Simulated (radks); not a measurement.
Fractional charge and spin in the 6s shell of promethium: the spin-up occupation runs from 0 to 1 and the spin-down occupation from 0 to 1; the fullest corner is Pm, [Xe] 4f(up 2.5, down 2.5) 6s(up 1, down 1). Calculated with a radial shooting solver on a logarithmic mesh with Libxc functionals: scalar-relativistic Kohn-Sham, PBE, spin-polarised, spherical densities, finite nucleus; Fermi nuclear charge, rms radius of each element as measured or else 0.836 A^(1/3) + 0.57 fm. Energy (eV) minus the two flat planes that join the four corners (they meet along the diagonal where the two added fractions sum to one electron); zero is where a piecewise linear energy would lie.

\begin{tabular}{lrrrrr}
down \ up & 0 & 0.25 & 0.5 & 0.75 & 1 \\ \hline
0 & 0.000 & -0.480 & -0.634 & -0.471 & 0.000 \\
0.25 & -0.480 & -0.585 & -0.380 & 0.129 & -0.415 \\
0.5 & -0.634 & -0.380 & 0.171 & -0.334 & -0.550 \\
0.75 & -0.471 & 0.129 & -0.334 & -0.511 & -0.409 \\
1 & 0.000 & -0.415 & -0.550 & -0.409 & 0.000 \\
\end{tabular}

Corners above the fullest one (they belong to Pm+ and the next ion): (up 1, down 0) 5.702 eV, (up 0, down 1) 5.702 eV, (up 0, down 0) 16.812 eV. With half an added electron in each spin the energy lies 0.171 eV from the planes, and with half an added electron in spin up alone -0.634 eV. The planes are only a guide here: the flat-plane condition holds for ground states with one frontier orbital, while this shell lies below other occupied shells, so the corners above the fullest one are inner-hole states and not the ground states of those ions.
